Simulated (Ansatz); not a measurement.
Isolated molecules relaxed with PBE0-D4/def2-TZVP in Ansatz; ΔE leaves out vibrations. CCSD(T)/CBS is the MP2 limit (def2-TZVPP, def2-QZVPP) plus CCSD(T) − MP2 in def2-TZVPP, frozen cores. DFT in def2-TZVPP. def2 core potentials past Kr. For In outer-core shells are correlated without core-valence functions, which leaves a few kJ/mol of doubt a bond. Each species was taken in one conformer, which may not be the lowest.

Consider the ligand exchange at the Si–C bond: `[SiH3][CH2][InH2]` + `N[SiH](O)S` → `N[SiH](O)S[SiH3]` + `[CH3][InH2]`.

**Question.** Is it downhill or uphill in electronic energy at CCSD(T)/CBS, and by how much? (An estimate is asked.)

**Answer.** Ansatz gave: Downhill: ΔE = -12.3 kcal/mol.

**Question.** What do these levels give: r2SCANh-D4, BHLYP-D4, CAM-B3LYP, HF/def2-TZVPP, MP2/CBS(def2), CCSD/CBS(def2)? (An estimate is asked.)

**Answer.** Ansatz gave: r2SCANh-D4 -13.4, BHLYP-D4 -13.4, CAM-B3LYP -12.2, HF/def2-TZVPP -12.6, MP2/CBS(def2) -13.1, CCSD/CBS(def2) -12.1 kcal/mol.

Largest T1 diagnostic among the species: 0.013.

Leaving LDA and LC-ωPBE aside and taking each functional with its dispersion term where it has one, the values, not all of them listed here, spread over 0.9 kcal/mol, from revPBE-D4 to B2PLYP. The D4 term adds −0.9 kcal/mol with B3LYP and −0.5 kcal/mol with PBE0; it sums over pairs of atoms, weighted by their polarisabilities, and B3LYP, whose exchange is more repulsive, gets the larger term.

B3LYP here is the variant with VWN-RPA as its local correlation; programs differ in this.
